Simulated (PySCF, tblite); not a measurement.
Isomers of C7H10O2Si, one GFN2-xTB conformer each. Single-point energies are computed at PBE0/pcSseg-1 (PySCF, gas phase, no added dispersion term), electronic only.

Problem. Rank them by PBE0/pcSseg-1 energy, lowest first (kcal/mol).
A. `[O:1]=[C:2]([OH:3])[C:4]1([C@H:5]2[CH:6]=[CH:7][SiH2:8]2)[CH2:9][CH2:10]1` with O1–C2–O3–H 0°, O1–C2–C4–C5 12°, C2–C4–C5–C6 -152°
B. `[CH3:1][C:2](=[O:3])[C:4]1=[C:5]([CH2:6][CH:7]=[O:8])[CH2:9][SiH2:10]1` with C1–C2–C4–C5 174°, C4–C5–C6–C7 82°, C5–C6–C7–O8 109°

Solution. B (0.0), A (2.5).

As drawn, the higher has a three-membered ring, an O–H bond and a C(=O)–O unit, which the lower lacks. GFN2-xTB itself gives, in the same order: 5.3, 0.0. GFN2-xTB puts O=C(O)C1([C@H]2C=C[SiH2]2)CC1 lowest instead.

Problem. Which frontier levels, dipoles and rotational constants go with these structures?

Solution. 
| SMILES | HOMO (eV, PBE0/pcSseg-1) | LUMO (eV) | dipole (D) | A, B, C (MHz) |
| --- | --- | --- | --- | --- |
| CC(=O)C1=C(CC=O)C[SiH2]1 | -7.20 | -1.92 | 3.95 | 1429, 913.1, 612.4 |
| O=C(O)C1([C@H]2C=C[SiH2]2)CC1 | -7.34 | -0.03 | 1.99 | 1931, 1030, 743.5 |

Problem. What happens when harmonic zero-point energies from GFN2-xTB frequencies are added?

Solution. 
```csv
SMILES,ZPE (kcal/mol),electronic (kcal/mol),with ZPE (kcal/mol)
CC(=O)C1=C(CC=O)C[SiH2]1,91.9,0.0,0.0
O=C(O)C1([C@H]2C=C[SiH2]2)CC1,93.6,2.5,4.2
```

The zero-point energies span 1.7 kcal/mol. The order is unchanged.

Problem. As an exercise, what shares would exp(−E/RT) give at 298.15 K from these electronic energies alone (no entropy, no degeneracies)?

Solution. RT = 0.592 kcal/mol: CC(=O)C1=C(CC=O)C[SiH2]1 98.6 %, O=C(O)C1([C@H]2C=C[SiH2]2)CC1 1.4 %.
